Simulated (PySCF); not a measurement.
Excitation energy of Au by level of theory

Au [Xe] 4f14 5d10 6s1 (2S) → Au [Xe] 4f14 5d9 6s1 6p1 (high-spin determinant), as a difference of total energies. Calculation: PySCF 2.14, in ANO-RCC-VTZP (8s7p5d3f1g, 84 functions); the spin-free X2C one-electron Hamiltonian (Gaussian nucleus). Correlated levels: valence: [Xe] 4f14 frozen; valence and next inner shell: [Kr] 4d10 4f14 frozen. The calculations carry no spin-orbit coupling.

| method | excitation energy (eV) |
| --- | --- |
| UHF | 4.889 |
| PBE | 6.575 |
| PBE0 | 6.326 |
| PBEsol | 6.633 |
| BLYP | 6.680 |
| M06-2X | 6.290 |
| MP2 (valence) | 6.636 |
| SCS-MP2 (valence) | 6.621 |
| MP2 (valence and next inner shell) | 6.634 |
| SCS-MP2 (valence and next inner shell) | 6.552 |

Problem. Estimate what r2SCAN gives.

Solution. 6.233 eV, closest to M06-2X among the rows shown.

Problem. Estimate what LDA gives.

Solution. 6.879 eV, closest to BLYP among the rows shown.

A first-order spin-orbit estimate (lowest level to lowest level, LS coupling) adds -0.345 eV.

The basis was made for the ground configuration and has no added diffuse functions, so the excitation energy can come out too high.

The determinant of the upper state mixes LS terms, which raises its energy above the lowest term, most at the Hartree-Fock and MP2 levels.
